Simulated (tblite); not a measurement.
Parent: `[F:1]/[C:2]([SiH3:3])=[CH:4]\[CH2:5][SiH3:6]` with C2–C4–C5–Si6 94°, C3H9FSi2.

The geometries are computed with GFN2-xTB (gas phase). One conformer each, not checked by frequencies here.

| coordinate of the parent | value |
| --- | --- |
| F1–C2 | 1.372 Å |
| C2–Si3 | 1.885 Å |
| C2=C4 | 1.330 Å |
| C4–C5 | 1.482 Å |
| C5–Si6 | 1.915 Å |
| F1–C2–Si3 | 113.6° |
| F1–C2–C4 | 117.8° |
| Si3–C2–C4 | 128.6° |
| C2–C4–C5 | 125.7° |
| C4–C5–Si6 | 110.1° |

Task: How does the shared frame change in `[F:1][SiH2:2][CH2:3]/[CH:4]=[C:5](\[F:6])[SiH3:7]` with F1–Si2–C3–C4 -60°, Si2–C3–C4–C5 -96°, C3H8F2Si2? Atoms pair as F1 = F6, C2 = C5, Si3 = Si7, C4 = C4, C5 = C3, Si6 = Si2 (parent first).

Result: 
| parent | relative | value in the relative | change |
| --- | --- | --- | --- |
| F1–C2 | F6–C5 | 1.372 Å | 0.000 |
| C2–Si3 | C5–Si7 | 1.887 Å | +0.002 |
| C2=C4 | C5=C4 | 1.329 Å | -0.001 |
| C4–C5 | C4–C3 | 1.488 Å | +0.006 |
| C5–Si6 | C3–Si2 | 1.907 Å | -0.008 |
| F1–C2–Si3 | F6–C5–Si7 | 113.5° | -0.1 |
| F1–C2–C4 | F6–C5–C4 | 117.7° | -0.1 |
| Si3–C2–C4 | Si7–C5–C4 | 128.9° | +0.3 |
| C2–C4–C5 | C5–C4–C3 | 125.4° | -0.3 |
| C4–C5–Si6 | C4–C3–Si2 | 110.5° | +0.4 |

Of the parent's bonds, C5–Si6 changes most (-0.008 Å). Bonds of the relative outside the shared frame: F1–Si2 1.613 Å. Point group C1 → C1.
